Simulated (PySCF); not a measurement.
C5H7FO. Atoms are numbered in the order given.

```xyz
14

C      1.9825    -0.3722    -0.5861
O      1.2320     0.5866     0.1194
C     -0.1174     0.3336     0.2888
F     -0.5339     1.2716     1.1899
C     -0.5940    -1.0815     0.6048
C     -1.3755    -1.1334    -0.4858
C     -1.0388     0.2646    -0.9830
H      3.0110     0.0096    -0.6434
H      1.9940    -1.3519    -0.0755
H      1.6102    -0.5264    -1.6161
H     -0.3858    -1.7660     1.4301
H     -2.0429    -1.9015    -0.8844
H     -1.8605     0.9973    -0.9553
H     -0.5189     0.3353    -1.9524
```
Charge 0, spin multiplicity 1.

Geometry optimised at B3LYP-D3(BJ)/def2-SVP. The structure was generated by enumeration; whether it is a known compound was not checked. The values are those of a single conformer.

Computed with PySCF with B3LYP-D3(BJ)/def2-SVP.

Harmonic, unscaled wavenumbers; measured fundamentals usually lie a few per cent lower.

Task: List the normal modes with their intensities. (Estimate from the structure and the level; the computed values follow.)

Result: 
```csv
mode,ν (cm⁻¹),IR (km/mol),moving atoms (share of kinetic energy)
1,94,2.0,"H 46 %, C 31 %, O 20 %"
2,168,0.7,"C 57 %, H 33 %"
3,199,1.7,"H 74 %, C 18 %"
4,306,0.1,"C 47 %, H 27 %, F 19 %, O 8 %"
5,342,0.8,"C 34 %, F 23 %, H 22 %, O 21 %"
6,459,4.4,"C 37 %, F 33 %, H 20 %, O 10 %"
7,475,3.1,"C 55 %, H 21 %, F 12 %, O 11 %"
8,530,12.9,"H 44 %, C 21 %, O 20 %, F 16 %"
9,669,13.8,"C 36 %, O 27 %, F 26 %, H 10 %"
10,760,14.3,"H 60 %, C 22 %, F 11 %"
11,861,2.4,"C 64 %, H 35 %"
12,922,49.0,"H 60 %, C 28 %, F 9 %"
13,968,5.7,"H 57 %, C 42 %"
14,971,2.8,"H 71 %, C 29 %"
15,1045,13.2,"H 48 %, C 47 %"
16,1072,1.2,"H 63 %, C 34 %"
17,1077,33.2,"C 74 %, H 23 %"
18,1132,19.2,"C 41 %, O 35 %, H 22 %"
19,1177,3.8,"H 74 %, C 21 %"
20,1184,11.5,"H 57 %, C 38 %"
21,1215,3.9,"H 62 %, C 34 %"
22,1236,327.3,"C 64 %, O 17 %, H 14 %"
23,1273,76.0,"C 53 %, H 34 %, O 10 %"
24,1334,155.3,"C 62 %, H 33 %"
25,1447,8.4,"H 88 %, C 12 %"
26,1466,20.3,H 93 %
27,1471,9.9,H 93 %
28,1489,5.2,"H 90 %, C 9 %"
29,1647,3.2,"C 90 %, H 10 %"
30,2996,38.5,H 97 %
31,3049,13.5,H 95 %
32,3061,45.5,"H 91 %, C 9 %"
33,3110,13.2,"H 90 %, C 10 %"
34,3136,21.8,"H 91 %, C 9 %"
35,3188,5.7,H 92 %
36,3218,5.7,"H 89 %, C 11 %"
```
